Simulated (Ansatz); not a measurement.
Geometry optimisation, Ansatz, RKS B3LYP/def2-SVP.

The input (input.yaml):

```yaml
crystal:
  periodic: [false, false, false]
  atoms:
    - { symbol: C, position_ang: [-1.515, -0.3815, 0.5593] }
    - { symbol: B, position_ang: [-0.3751, 0.6661, 0.8575] }
    - { symbol: C, position_ang: [0.9289, 0.6553, 0.0061] }
    - { symbol: C, position_ang: [1.2515, -0.3593, -1.0654] }
    - { symbol: S, position_ang: [2.0474, 1.4971, 0.4137] }
    - { symbol: H, position_ang: [-1.9493, -0.1385, -0.478] }
    - { symbol: H, position_ang: [-1.1738, -1.3799, 0.6316] }
    - { symbol: H, position_ang: [-2.3446, -0.1607, 1.2714] }
    - { symbol: H, position_ang: [0.00549, 1.20369, -0.18016] }
    - { symbol: H, position_ang: [2.0103, -0.0799, -1.7195] }
    - { symbol: H, position_ang: [0.251, -0.475, -1.6585] }
    - { symbol: H, position_ang: [1.4357, -1.3437, -0.5845] }
basis:
  gaussian: { orbitals: def2-SVP }
hamiltonian:
  xc: b3lyp
relax:
  f_tol: 0.02
  max_steps: 50
```

Launched with:

```bash
$ ansatz run input.yaml --threads 2 --pin off --max-ram 3072MiB --backend cpu --events-out ev --progress --plain --runs-dir out
```

Problem. Where does it end, and by what steps?

Solution. It converged. After 17 steps the energy has fallen by 6.244 eV; H11 moved furthest, 1.35 Å. The start is strongly strained (largest force component 11 eV/Å), so its close contacts needn't be bonds. Parted: C3–H9.

| step | energy less start (eV) | largest force component (eV/Å) | accepted |
| --- | --- | --- | --- |
| 0 | 0.0000 | 11.156 | yes |
| 1 | -2.7146 | 5.332 | yes |
| 2 | -3.8545 | 1.647 | yes |
| 3 | -4.3662 | 1.914 | yes |
| 4 | -5.0214 | 1.837 | yes |
| 5 | -5.5558 | 1.221 | yes |
| 6 | -5.8952 | 0.728 | yes |
| 7 | -6.0898 | 0.287 | yes |
| 8 | -6.1606 | 0.401 | yes |
| 9 | -6.1664 | 0.650 | yes |
| 10 | -6.2018 | 0.295 | yes |
| 11 | -6.2265 | 0.265 | yes |
| 12 | -6.2324 | 0.146 | yes |
| 13 | -6.2391 | 0.133 | yes |
| 14 | -6.2424 | 0.035 | yes |
| 15 | -6.2432 | 0.044 | yes |
| 16 | -6.2436 | 0.044 | yes |
| 17 | -6.2438 | 0.015 | yes |

```xyz
12
Properties=species:S:1:pos:R:3
C -1.550 -0.279 0.865
B -0.598 0.667 0.037
C 0.880 0.333 -0.276
C 1.582 -0.417 -1.349
S 1.555 1.105 1.011
H -2.281 -0.715 0.157
H -1.041 -1.108 1.379
H -2.146 0.287 1.600
H -1.037 1.687 -0.450
H 2.675 -0.413 -1.222
H 1.319 0.015 -2.331
H 1.214 -1.459 -1.370
```

Run time: 73 s on 2 threads of Intel(R) Xeon(R) Platinum 8175M CPU @ 2.50GHz (Skylake/Cascade Lake), with other jobs on the host, peak memory 0.26 GiB.
